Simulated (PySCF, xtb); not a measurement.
Ge(H)(Cl)3 anion (Cl3GeH), SMILES [Cl][GeH]([Cl])[Cl] (connectivity only; charge and spin as stated), charge -1, multiplicity 2.

Harmonic wavenumbers (cm⁻¹) from GFN2-xTB run with xtb at its own minimum, in rising order: 55, 87, 94, 186, 210, 273, 512, 570, 1016.

Question: What does PBE-D3(BJ)/def2-SVPD in PySCF 2.14.0 give at its own minimum? (An estimate is asked for; the answer gives what the named calculation found.)

Answer: 36, 36, 123, 251, 264, 264, 639, 639, 1899. Paired by order, the mean absolute difference is 145 cm⁻¹ and the zero-point energies are 4.3 and 5.9 kcal/mol.
